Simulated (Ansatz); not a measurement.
## Group exchange: C2H4Br2 + HOI → CHBr2I + CH4O

Species: C2H4Br2 (1,1-dibromoethane) `CC(Br)Br`, singlet; HOI (hypoiodous acid) `OI`, singlet; CHBr2I (dibromoiodomethane) `BrC(Br)I`, singlet; CH4O (methanol) `CO`, singlet. The partners trade CH3 for I: C–CH3 and O–I bonds give way to C–I and O–CH3.

Shapes, held fixed at every level: PBE0-D4/def2-TZVP. Programs: Ansatz 0.2.0. The zero-point and thermal change to 298 K, harmonic and unscaled (PBE0-D4/def2-TZVP), is +1.4 kJ/mol.

**Question.** Estimate ΔH(298 K) of this reaction.

**Answer.** The highest level, CCSD(T)/def2-TZVPP, gives ΔH(298 K) = -6.6 kJ/mol; the levels span -21.0 to -1.1. The column of differences is taken from that level and isn't an error. No measured value is set beside it here. For atoms past krypton def2 sets carry core potentials with scalar relativity. Relativity is left out for Br. Outer-core shells of Br, I are correlated in most correlated rows, in sets that cover them unevenly.

```
               level                    kind  ΔH(298 K) (kJ/mol)  less CCSD(T)/def2-TZVPP
         HF/def2-SVP            Hartree–Fock               -21.0                    -14.4
r2SCAN-D4/def2-TZVPP                meta-GGA                -1.1                     +5.5
  PBE0-D4/def2-TZVPP           global hybrid                -6.6                      0.0
  wB97M-V/def2-TZVPP  range-separated hybrid                -1.8                     +4.8
  wB97X-V/def2-TZVPP  range-separated hybrid                -2.0                     +4.6
        MP2/def2-SVP     perturbation theory               -17.8                    -11.2
      MP2/def2-TZVPP     perturbation theory               -16.4                     -9.8
  CCSD(T)/def2-TZVPP   coupled cluster or CI                -6.6                      0.0
```
